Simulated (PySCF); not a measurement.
# Ge: ionisation energy

Ge [Ar] 3d10 4s2 4p2 (3P) → Ge⁺ [Ar] 3d10 4s2 4p1 (2P), as a difference of total energies. Calculation: PySCF 2.14, in x2c-SVPall (5s4p3d, 32 functions); the spin-free X2C one-electron Hamiltonian (Gaussian nucleus). Correlated levels: valence: [Ar] 3d10 frozen. The calculations carry no spin-orbit coupling.

```json
{"method": "UHF", "ionisation energy (eV)": "7.413", "error (eV)": "-0.512"}
{"method": "B3LYP", "ionisation energy (eV)": "7.863", "error (eV)": "-0.062"}
{"method": "BP86", "ionisation energy (eV)": "7.984", "error (eV)": "+0.059"}
{"method": "MP2 (valence)", "ionisation energy (eV)": "7.652", "error (eV)": "-0.273"}
{"method": "SCS-MP2 (valence)", "ionisation energy (eV)": "7.588", "error (eV)": "-0.337"}
{"method": "CCSD (valence)", "ionisation energy (eV)": "7.671", "error (eV)": "-0.254"}
{"method": "CCSD(T) (valence)", "ionisation energy (eV)": "7.680", "error (eV)": "-0.245"}
```

Reference: 7.925 eV (measured; NIST levels, between the centres of gravity of the two terms).

Errors of the correlated levels include the incompleteness of this basis and the frozen core.
